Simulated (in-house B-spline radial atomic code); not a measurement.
A fraction x of an electron is removed from 3p in the scandium ion Sc²⁺, starting from [Ar] 3d1 and keeping the highest spin. Method: scalar-relativistic (X2C) B3LYP, spin-polarised, spherical fractional occupations, Fermi nucleus of rms radius 3.5459 fm. Calculated with a B-spline radial code for spherical atoms.

Caution: exact exchange at fractional occupations of open shells leaves self-interaction of up to several eV.

| x | E(x) - E(0) (eV) | 3p down level (eV) |
| --- | --- | --- |
| 0 | 0.0000 | -50.710 |
| 0.01 | 0.5078 | -50.848 |
| 0.17 | ? | ? |
| 0.28 | 14.7454 | -54.640 |
| 0.4 | ? | ? |
| 0.5 | 27.1151 | -57.825 |
| 0.75 | 42.0327 | -61.531 |
| 0.95 | 54.6404 | -64.554 |
| 1 | 57.8872 | -65.318 |

Task: What belongs in the row x = 0.17?

Result: An energy change of 8.8212 eV; 3p down at -53.078 eV.

Task: What belongs in the row x = 0.4?

Result: An energy change of 21.4056 eV; 3p down at -56.367 eV.

Task: Check Janak's theorem between x = 0.5 and 0.75.

Result: The slope of the energy is 59.67 eV; the orbital levels give 59.68 eV (-ε of the emptying orbital, averaged over the two points).
